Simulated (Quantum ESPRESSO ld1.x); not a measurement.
These are the eigenvalues of the occupied orbitals of an atom or ion with whole-number occupations (hartree). Calculated with ld1.x of Quantum ESPRESSO 7.5: Dirac Kohn-Sham, OLYP, spin-unpolarised, spherical densities, point nucleus.

1s1/2: -1161.7582
2s1/2: -178.5256
2p1/2: -167.3005
2p3/2: -157.2157
3s1/2: -35.8156
3p1/2: -31.2022
3p3/2: -29.3197
3d3/2: -21.1929
3d5/2: -20.7985
4s1/2: -6.3751
4p1/2: -4.7880
4p3/2: -4.4304
4d3/2: -1.8974
4d5/2: -1.8431
5s1/2: -0.8495
5p1/2: -0.5148
5p3/2: -0.4807

Which element is it, and in what charge state? The configuration may be excited. Open shells, if any, fill j = l - 1/2 first.

Answer. Z = 52, tellurium, charge +1: Te+ in [Kr] 4d10 5s2 5p3. The list shows which subshells hold electrons but not how many an open one holds; the 1s level, -1161.8 hartree, gives Z - s = 48.2 by -(Z - s)^2/2, which with screening and relativity narrows Z to a few neighbours, and the depths of the outer levels then fix element, charge and occupations together.
